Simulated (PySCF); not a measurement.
**Copper: a sound run and one with changed settings**

Sound run: Cu [Ar] 3d10 4s1, Cu+ [Ar] 3d10. All numbers are calculated (PySCF 2.14, the spin-free X2C one-electron Hamiltonian (Gaussian nucleus), in jorge-DZP-DKH (8s6p2d1f, 43 functions)). In the sound run the correlated levels freeze [Ar]. The sound run starts from symmetry-adapted Hartree-Fock orbitals and uses a fine grid where one is needed.

Changed run: no relativity, point nucleus. This setting is unsound on purpose.

```json
{"species": "Cu", "method": "UHF", "sound run (hartree)": "-1653.03659", "changed run (hartree)": "-1637.58806", "converged": "yes"}
{"species": "Cu", "method": "BP86", "sound run (hartree)": "-1654.92943", "changed run (hartree)": "-1639.37897", "converged": "yes"}
{"species": "Cu", "method": "LDA", "sound run (hartree)": "-1651.78792", "changed run (hartree)": "-1636.36576", "converged": "yes"}
{"species": "Cu", "method": "MP2", "sound run (hartree)": "-1653.34046", "changed run (hartree)": "-1637.88607", "converged": "yes"}
{"species": "Cu", "method": "CCSD(T)", "sound run (hartree)": "-1653.32136", "changed run (hartree)": "-1637.86808", "converged": "yes"}
{"species": "Cu+", "method": "UHF", "sound run (hartree)": "-1652.79970", "changed run (hartree)": "-1637.35732", "converged": "yes"}
{"species": "Cu+", "method": "BP86", "sound run (hartree)": "-1654.63762", "changed run (hartree)": "-1639.09563", "converged": "yes"}
{"species": "Cu+", "method": "LDA", "sound run (hartree)": "-1651.49171", "changed run (hartree)": "-1636.07803", "converged": "yes"}
{"species": "Cu+", "method": "MP2", "sound run (hartree)": "-1653.08516", "changed run (hartree)": "-1637.63822", "converged": "yes"}
{"species": "Cu+", "method": "CCSD(T)", "sound run (hartree)": "-1653.06568", "changed run (hartree)": "-1637.61983", "converged": "yes"}
```

Ionisation energy of Cu:

```tsv
method	sound run (eV)	changed run (eV)
UHF	6.446	6.279
BP86	7.940	7.710
LDA	8.060	7.830
MP2	6.947	6.744
SCS-MP2	6.877	6.678
CCSD	6.920	6.720
CCSD(T)	6.957	6.755
```

Most of the change in total energy is the relativistic energy itself. On top of that the contraction fixes the core shape for the Hamiltonian it was made with, so the changed run is not a good calculation with the other Hamiltonian either.

For comparison, NIST gives 7.726 eV between the lowest levels.
